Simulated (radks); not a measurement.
Neutral beryllium inside a hard spherical wall (all orbitals vanish at R), configuration held at [He] 2s2 and not refilled when levels cross. Calculated with a radial shooting solver on a logarithmic mesh with Libxc functionals: non-relativistic Kohn-Sham, LDA (Slater exchange, VWN5 correlation), spin-unpolarised, spherical densities, point nucleus. Eigenvalues in eV, with the zero of energy where the potential of the charges vanishes at infinity; a dash marks a level that is unbound or too diffuse for the functional's potential to be trusted. A positive occupied level is held by the wall or, in an anion where self-interaction has pushed it up, behind a barrier. The pressure on the wall is -dE/dV.

[
 {"R (bohr)": "free", "E (hartree)": "-14.44721", "kinetic (hartree)": "14.309", "e(1s)": "-104.94", "e(2s)": "-5.599", "e(2p, empty)": "-2.100", "e(3s, empty)": "-0.034", "pressure (GPa)": "0"},
 {"R (bohr)": "20", "E (hartree)": "-14.44721", "kinetic (hartree)": "14.309", "e(1s)": "-104.94", "e(2s)": "-5.599", "e(2p, empty)": "-2.100", "e(3s, empty)": "0.070", "pressure (GPa)": "< 0.0001"},
 {"R (bohr)": "12", "E (hartree)": "-14.44720", "kinetic (hartree)": "14.310", "e(1s)": "-104.94", "e(2s)": "-5.597", "e(2p, empty)": "-2.094", "e(3s, empty)": "0.688", "pressure (GPa)": "0.000236"},
 {"R (bohr)": "10", "E (hartree)": "-14.44707", "kinetic (hartree)": "14.311", "e(1s)": "-104.92", "e(2s)": "-5.585", "e(2p, empty)": "-2.065", "e(3s, empty)": "1.400", "pressure (GPa)": "0.00416"},
 {"R (bohr)": "8", "E (hartree)": "-14.44554", "kinetic (hartree)": "14.324", "e(1s)": "-104.77", "e(2s)": "-5.489", "e(2p, empty)": "-1.897", "e(3s, empty)": "3.225", "pressure (GPa)": "0.0743"},
 {"R (bohr)": "7", "E (hartree)": "-14.44163", "kinetic (hartree)": "14.350", "e(1s)": "-104.49", "e(2s)": "-5.305", "e(2p, empty)": "-1.624", "e(3s, empty)": "5.201", "pressure (GPa)": "0.318"},
 {"R (bohr)": "5", "E (hartree)": "-14.38806", "kinetic (hartree)": "14.594", "e(1s)": "-102.37", "e(2s)": "-3.675", "e(2p, empty)": "0.414", "e(3s, empty)": "15.896", "pressure (GPa)": "6.52"},
 {"R (bohr)": "3.5", "E (hartree)": "-14.08616", "kinetic (hartree)": "15.529", "e(1s)": "-96.623", "e(2s)": "2.628", "e(2p, empty)": "6.920", "e(3s, empty)": "45.511", "pressure (GPa)": "87.0"}
]
